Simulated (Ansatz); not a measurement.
Born–Oppenheimer molecular dynamics of C3H8FNSi (14 atoms, charge 0, multiplicity 1). It starts at the highest image of a converged band. Of that band: The profile has 2 maxima (images 3, 6) with wells between them (image 5): this band takes more than one step, which may be the mechanism or a detour left from its start path. A vibrational analysis at the climbing image gives one clearly imaginary mode, 319i cm⁻¹: a first-order saddle point.

Theory: Ansatz, RKS B3LYP-D4/def2-SVP.

```json
{
 "ensemble": "NVE (velocity Verlet)",
 "time step": "0.5 fs",
 "steps asked": "200",
 "starting velocities drawn for": "300 K",
 "seed": "8754"
}
```

First frame:

```xyz
14
Properties=species:S:1:pos:R:3
N -2.622 -0.843 0.306
C -1.260 -0.843 -0.013
F -0.660 -2.031 0.243
C -0.519 0.147 -0.526
C 0.952 0.056 -0.804
Si 1.984 0.771 0.625
H -2.872 -0.187 1.041
H -3.234 -0.717 -0.495
H -1.026 1.097 -0.712
H 1.255 -0.994 -0.948
H 1.213 0.604 -1.725
H 1.731 -0.002 1.874
H 1.604 2.196 0.861
H 3.442 0.717 0.301
```

**Question.** How far do the bonds stretch over the last three quarters of this one trajectory? (Pairs bonded in most of those frames.)

**Answer.** 
```
   bond  mean (Å)  spread (Å)  shortest  longest
  N1–C2     1.394       0.017      1.37     1.42
  N1–H7     1.023       0.020      0.99     1.06
  N1–H8     1.022       0.031      0.97     1.07
  C2–F3     1.357       0.023      1.33     1.41
  C2–C4     1.343       0.018      1.31     1.37
  C4–C5     1.505       0.016      1.46     1.53
  C4–H9     1.094       0.011      1.08     1.11
 C5–Si6     1.902       0.033      1.85     1.96
 C5–H10     1.105       0.028      1.06     1.15
 C5–H11     1.105       0.013      1.08     1.13
Si6–H12     1.493       0.007      1.48     1.50
Si6–H13     1.497       0.033      1.45     1.55
Si6–H14     1.497       0.006      1.49     1.51
```

Mean temperature of the second half: 229 K. The conserved energy stayed within 0.21 meV per atom of its start (net change 0.14 meV per atom), so the integration is sound. A run of 0.1 ps of so small a system gives no equilibrium averages. The orbitals stay closed-shell, which can raise the energy where a bond breaks towards radicals; this wasn't checked here.

Time of the run: 11 min on 2 threads of Intel(R) Xeon(R) Platinum 8488C (Sapphire Rapids), on a shared host, peak memory 0.34 GiB.
